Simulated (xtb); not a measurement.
C2H5BF2O, SMILES C(B(OC)F)F. All values are semi-empirical tight-binding results from xtb (GFN2-xTB unless named), good for trends rather than for accurate numbers. The structure is a stationary point at GFN2-xTB. The structure was generated by enumeration, and PubChem lists no compound with its InChIKey, so it may never have been made. Other conformers were not sampled.

Optimised geometry:

Bonds (Å): C1–O2 1.418, C1–H7 1.091, C1–H8 1.091, C1–H9 1.091, O2–B3 1.324, B3–F4 1.335, B3–C5 1.604, C5–F6 1.381, C5–H10 1.096, C5–H11 1.095. Bond angles (°): O2–C1–H7 108.1, O2–C1–H8 108.1, O2–C1–H9 111.6, H7–C1–H8 109.4, H7–C1–H9 109.8, H8–C1–H9 109.8, C1–O2–B3 125.1, O2–B3–F4 120.6, O2–B3–C5 118.6, F4–B3–C5 120.8, B3–C5–F6 113.4, B3–C5–H10 111.2, B3–C5–H11 111.8, F6–C5–H10 106.1, F6–C5–H11 106.3, H10–C5–H11 107.6.

```json
{
 "orbital_gap": "6.32 eV",
 "dipole_moment": "3.97 D",
 "zero_point_energy": "47.9 kcal/mol",
 "G − E(el) at 298.15 K (modified RRHO)": "27.8 kcal/mol",
 "static polarisability (D4 model)": "46.6 bohr³",
 "solvation energy, GFN2-xTB/ALPB(water)": "-4.4 kcal/mol",
 "solvation energy, GFN2-xTB/ALPB(dmso)": "-6.3 kcal/mol"
}
```

Question: Give the IR lines (harmonic; lines under 4 % of the strongest left out, lines within 3 cm⁻¹ merged). (An estimate is asked for; the answer gives what the named calculation found.)

Answer: ν (cm⁻¹): 434 (w), 538 (w), 820 (m), 994 (m), 1050 (w), 1140 (w), 1192 (w), 1212 (vs), 1281 (w), 1347 (vs), 1415 (m), 1463 (w), 2936 (w), 2956 (w), 2985 (w), 2990 (w) (against the strongest line: vs over 80 %, s over 45 %, m over 15 %, w over 4 %, vw less)

Question: Give the atomic charges and the Wiberg bond orders between heavy atoms. (Estimate from the structure and the level; the computed values follow.)

Answer: charges (e) C1 0.02, O2 -0.31, B3 0.47, F4 -0.28, C5 0.01, F6 -0.25, H7 0.07, H8 0.07, H9 0.06, H10 0.07, H11 0.07. Bond orders C1–O2 0.96, O2–B3 1.28, B3–F4 1.03, B3–C5 0.96, C5–F6 0.94.
